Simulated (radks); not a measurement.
Values are calculated unless marked as measured or tabulated.
Valence configurations of the tungsten ion W+ (all share [Xe]). Level of theory: Dirac Kohn-Sham, PBEsol, spin-unpolarised, spherical densities, finite nucleus; open shells fill j = l - 1/2 first; Fermi nuclear charge, rms radius 5.3658 fm (a radial shooting solver on a logarithmic mesh with Libxc functionals). Energies are relative to 4f14 5d4 6s1; eigenvalues in eV.

valence,E (eV),e(4f5/2),e(4f7/2),e(5d3/2),e(5d5/2),e(6p1/2)
4f14 5d4 6s1,0.000,-41.324,-39.086,-11.956,-,-
4f14 5d5,1.220,-38.943,-36.706,-10.374,-9.665,-
4f12 5d6 6s1,71.771,-60.353,-57.930,-14.740,-13.730,-
4f13 5d6,32.148,-47.994,-45.665,-11.588,-10.761,-
4f14 5d3 6s2,0.298,-44.238,-41.999,-13.835,-,-
4f13 5d4 6s1 6p1,37.607,-54.704,-52.373,-16.329,-,-8.761
4f13 5d5 6s1,31.808,-50.608,-48.278,-13.362,-12.474,-
4f13.5 5d4.5 6s1,14.916,-45.907,-43.623,-12.663,-11.836,-
4f12 5d7,71.192,-57.522,-55.099,-12.780,-11.835,-
4f13.5 5d4 6s1 6p0.5,17.326,-47.876,-45.592,-14.089,-,-8.033

NIST lists [Xe] 4f14 5d4 6s1 as the ground configuration; this level of theory agrees among the configurations tried. The energies are those of spherical spin-averaged densities, not of single terms.
